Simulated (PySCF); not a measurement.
# TDDFT excited states: C6H7N3

C₆H₇N₃.
SMILES: `c1cnc(C2CC2)nn1`

Method: TDDFT B3LYP/def2-SVPD, vertical, gas phase, core orbitals frozen in the response in PySCF. One conformer (not necessarily the lowest) at the GFN2-xTB geometry, without solvent, vibrations or thermal averaging. Torsions of this conformer, `[cH:1]1[cH:2][n:3][c:4]([CH:5]2[CH2:6][CH2:7]2)[n:8][n:9]1`: N3–C4–C5–C6 -33°.

| state | E (eV) | E (hartree) | f | \|μ\| (D) | symmetry | main configurations (H = HOMO, L = LUMO) |
| --- | --- | --- | --- | --- | --- | --- |
| S1 | 2.89 | 0.1064 | 0.0035 | 0.57 | A″ | H→L (100%) |
| S2 | 3.74 | 0.1376 | 0.0001 | 0.09 | – | H→L+1 (100%) |
| S3 | 4.88 | 0.1795 | 0.048 | 1.60 | A′ | H-1→L (95%) |
| S4 | 5.36 | 0.1968 | 0.0005 | 0.16 | – | H-2→L (52%), H-3→L (46%) |
| S5 | 5.47 | 0.2010 | 0.0002 | 0.09 | – | H-3→L (50%), H-2→L (35%), H-5→L (15%) |
| S6 | 5.93 | 0.2178 | 0.323 | 3.79 | A′ | H-1→L+1 (92%) |
| S7 | 6.12 | 0.2250 | 0.0071 | 0.55 | A′ | H→L+2 (96%) |
| S8 | 6.14 | 0.2258 | 0.0004 | 0.14 | – | H-5→L (78%), H-2→L (12%) |

Triplets, Tamm–Dancoff:

| state | E (eV) | λ (nm) | main configurations (H = HOMO, L = LUMO) |
| --- | --- | --- | --- |
| T1 | 2.23 | 555.8 | H→L (98%) |
| T2 | 3.44 | 360.0 | H→L+1 (98%) |
| T3 | 3.93 | 315.7 | H-1→L (94%) |

The lowest singlet comes at 428 nm (279 kJ/mol) in the visible; it is very weak; its leading configuration is HOMO→LUMO (100%). The strongest level in the table is S6 at 5.93 eV (209 nm, f = 0.323). Löwdin shares by element: HOMO nitrogen 78%, carbon 7% or more; LUMO nitrogen 63%, carbon 18% or more (atoms not listed hold the other 19%). The listed states span 3.25 eV, and the widest gap between neighbours is 1.14 eV (S2 to S3). Of the 8 states listed, 2 reach f = 0.01 and 3 stay under 0.0005. Orbital energies (eV): HOMO-3 -8.95, HOMO-2 -8.62, HOMO-1 -7.71, HOMO -6.46, LUMO -2.18, LUMO+1 -1.34, LUMO+2 0.50. S1 lies in the visible range (380 to 750 nm), at 428 nm, f = 0.0035; light of that wavelength is violet, and its complementary colour is yellow-green; a Tamm–Dancoff triplet lies at 556 nm, without intensity as long as spin–orbit coupling is left out. Symmetry labels in Cs follow from the direction of the transition dipole and are given only for states with f of 0.002 or more. The window holds the lowest 8 singlets.

On one thread of an Arm Neoverse V1, shared host, this took 50 s of wall time (grids of density and orbitals included) and 1.0 GiB of memory at its peak.
